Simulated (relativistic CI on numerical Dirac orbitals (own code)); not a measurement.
**Ru+: 4s photoemission**

Computed with this model: Dirac-Coulomb-Breit CI, separate exchange-only KLI orbitals for each configuration, QED by a radiative potential, multiplet model of photoemission in the sudden approximation, unscaled Slater integrals; configurations [Kr] 4d7 → [Ar] 3d10 4s 4p6 4d7; 300 K; Lorentzian 2.8 eV and Gaussian 0.6 eV FWHM. Energies are those of the free ion, without screening or charge transfer. The energies are binding energies and can lie tens of eV above those of solids. Without intra-shell correlation the exchange splitting of an s hole comes out too large, often by half or more. S is read from ⟨S²⟩ = S(S + 1).

Field parameters in Wybourne normalisation: Oh B⁴₀ = 21Dq, B⁴₄ = √(5/14) B⁴₀. The field is a parameter set, without covalency.

Computed curve for free ion, scaled to 100 at the maximum (points under 2 are left out and the grid is thinned):

(Energy (eV), Intensity): (83.8, 2.1), (84.6, 2.4), (85.0, 2.6), (85.8, 3.0), (86.6, 3.6), (87.4, 4.3), (87.8, 4.8), (88.6, 6.0), (89.4, 7.7), (89.8, 8.9), (90.6, 12.2), (91.4, 17.7), (92.2, 27.7), (92.6, 35.7), (93.4, 61.3), (94.2, 93.9), (94.6, 100.0), (95.4, 78.2), (96.2, 48.4), (97.0, 32.1), (97.4, 27.9), (98.2, 24.6), (99.0, 27.0), (99.8, 36.8), (100.2, 45.1), (101.0, 60.2), (101.8, 52.8), (102.2, 42.8), (103.0, 25.6), (103.8, 15.9), (104.6, 10.7), (105.0, 9.0), (105.8, 6.6), (106.6, 5.1), (107.0, 4.5), (107.8, 3.7), (108.6, 3.1), (109.4, 2.6), (109.8, 2.4), (110.6, 2.1)

The ground state has S = 1.49, and the centroid lies at 97.03 eV.
